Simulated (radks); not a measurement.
Values are calculated unless marked as measured or tabulated.
Removal energies from the germanium ion Ge12+, [Ar] 3d2, by Delta-SCF beside the eigenvalue of the level emptied. Code: a radial shooting solver on a logarithmic mesh with Libxc functionals. Model: scalar-relativistic Kohn-Sham, PBE, spin-polarised, spherical densities, finite nucleus; Fermi nuclear charge, rms radius of each element as measured or else 0.836 A^(1/3) + 0.57 fm. Open shells are filled with parallel spins first.

removed from       final configuration  Delta-SCF (eV)  -eigenvalue (eV)
3d                            [Ar] 3d1          366.55            346.57
3p                    [Ne] 3s2 3p5 3d2          445.67            427.34
3s                    [Ne] 3s1 3p6 3d2          500.11            481.87
2p            [He] 2s2 2p5 3s2 3p6 3d2          1613.9            1564.0
